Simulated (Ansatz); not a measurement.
Ideal-gas functions of BBrHO, SMILES `O[B]Br` radical at 400 K and 1 bar, from an Ansatz frequency run at PBE0-D4/def2-TZVP.

Molar mass 107.72 g/mol, point group Cs (symmetry number 1), electronic degeneracy 2, moments of inertia 4.81, 134.306, 139.116 u Å². Harmonic wavenumbers (cm⁻¹, unscaled): 318, 518, 630, 1014, 1375, 3869.

Use S(trans) = R[1.5 ln M + 2.5 ln T − 1.1517]; rotational temperatures θ = 24.2544 K / I; S(rot) = R[ln(√π/σ · √(T³/θAθBθC)) + 1.5]; for each mode x = 1.438777 ν̃/T, S = R[x/(eˣ − 1) − ln(1 − e⁻ˣ)] and H = RT x/(eˣ − 1); 1 cm⁻¹ = 0.0119627 kJ/mol; R = 8.31446 J/(mol·K).

**Question.** By hand: the entropy, in J/(mol·K).

**Answer.** Translation 173.3. Rotation: θ = 5.0425, 0.1806, 0.1743 K, giving 99.6. Vibration, mode by mode: 7.64, 4.25, 3.09, 1.03, 0.35, 0.00, in all 16.4. Electronic 5.8. Sum 295.1 J/(mol·K).

**Question.** By hand: H − E and G − E in kJ/mol, counted from the electronic energy.

**Answer.** Zero-point energy ½ × 7724 × 0.0119627 = 46.2; thermal vibration 4.2; translation, rotation and pV give 4 RT = 13.3. H − E = 63.7 kJ/mol, and G − E = 63.7 − 400 × 295.1/1000 = -54.3 kJ/mol.

Vibration gives 6 % of the entropy. The sum counts one conformer and one mirror image; others add a mixing term.
